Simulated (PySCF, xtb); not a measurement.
Se(F)(NMe2) (C2H6FNSe), SMILES CN(C)[Se]F.

GFN2-xTB (xtb) at its own geometry gives an orbital gap of 2.91 eV and a dipole moment of 4.15 D.

The structure is a stationary point at ωB97X-D3(BJ)/def2-SVP. This is a generated structure with no PubChem entry under its InChIKey; it may be hypothetical. One conformer was computed; it need not be the lowest.

Question: What does PySCF with CAM-B3LYP/def2-TZVP give? (An estimate is asked for; the answer gives what the named calculation found.)

Answer: gap 7.96 eV (levels -7.88 and 0.08 eV), dipole 2.84 D.
